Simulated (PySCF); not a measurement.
ethanol (C₂H₆O), SMILES CCO.

The structure is a stationary point at PBE0-D3(BJ)/def2-TZVP. Other conformers were not sampled.

Calculation: TDA-ωB97X/def2-SVPD (PySCF).

Vertical excitations. 

Computed lowest excited states:
```csv
state,energy (eV),λ (nm),f,main pairs
S1,7.50,165,0.010,"HOMO→LUMO 77 %, HOMO→LUMO+1 17 %"
S2,8.95,138,0.027,"HOMO→LUMO+1 51 %, HOMO→LUMO+2 20 %, HOMO−1→LUMO 11 %, HOMO→LUMO 10 %"
S3,9.14,136,0.028,HOMO−1→LUMO 72 %
S4,9.45,131,0.019,"HOMO→LUMO+2 58 %, HOMO→LUMO+1 14 %, HOMO→LUMO+5 9 %"
S5,9.62,129,0.073,HOMO→LUMO+3 89 %
S6,10.09,123,0.014,"HOMO−1→LUMO+1 58 %, HOMO−2→LUMO 18 %"
S7,10.38,119,0.005,"HOMO→LUMO+5 37 %, HOMO→LUMO+4 37 %"
S8,10.51,118,0.162,"HOMO−1→LUMO+2 40 %, HOMO−2→LUMO 21 %, HOMO→LUMO+4 14 %, HOMO−1→LUMO+1 8 %"
S9,10.61,117,0.101,"HOMO−1→LUMO+2 27 %, HOMO→LUMO+5 18 %, HOMO→LUMO+4 14 %, HOMO−2→LUMO 7 %"
S10,10.64,117,0.039,"HOMO−2→LUMO 37 %, HOMO→LUMO+5 14 %, HOMO→LUMO+6 10 %, HOMO−3→LUMO 10 %"
T1,7.23,172,0,"HOMO→LUMO 71 %, HOMO→LUMO+1 21 %"
T2,8.76,141,0,"HOMO→LUMO+1 45 %, HOMO→LUMO 15 %, HOMO→LUMO+2 14 %, HOMO−1→LUMO 11 %"
T3,8.90,139,0,HOMO−1→LUMO 66 %
T4,9.26,134,0,"HOMO→LUMO+2 65 %, HOMO→LUMO+5 16 %"
```
Triplets are in the Tamm–Dancoff approximation.
